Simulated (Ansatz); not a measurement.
Molecule: SiF2, charge 0, multiplicity 1. SMILES: F[Si]F
Geometry: optimised at B3LYP-D3(BJ)/def2-TZVP (Ansatz, a first-principles code).

Quantity: vertical electron affinity (to the doublet state of charge -1; a negative value means that the extra electron is unbound and the number depends on the basis; each state is the SCF solution reached for its spin; for the singlet the Hartree-Fock reference is unstable and T1 is 0.015), in eV. Correlated levels leave the core frozen unless marked. Open shells are spin-unrestricted. Spin-orbit coupling is left out. Non-relativistic. Anions need diffuse functions: aug- sets have them; def2-D sets add few. CBS marks a two-point X^-3 extrapolation of the correlation energy; Hartree-Fock from the larger set. The bracket is a focal-point correction in the basis named.

| level | program | vertical electron affinity (eV) |
|---|---|---|
| HF/aug-cc-pV(D+d)Z | Ansatz | -0.10 |
| HF/aug-cc-pV(T+d)Z | Ansatz | -0.10 |
| HF/aug-cc-pV(Q+d)Z | Ansatz | -0.09 |
| SVWN5/def2-TZVPD | Ansatz | 0.15 |
| PBE/def2-TZVPD | Ansatz | 0.09 |
| r2SCAN/def2-TZVPD | Ansatz | 0.21 |
| B3LYP/def2-TZVPD | Ansatz | 0.13 |

### Question
Estimate the value at RI-MP2/CBS(aug-cc-pV(T+d)Z,aug-cc-pV(Q+d)Z)+[CCSD(T)-MP2]/aug-cc-pV(T+d)Z as computed with Ansatz.

### Answer
0.17 eV, so B3LYP/def2-TZVPD differs from it by -0.04 eV.
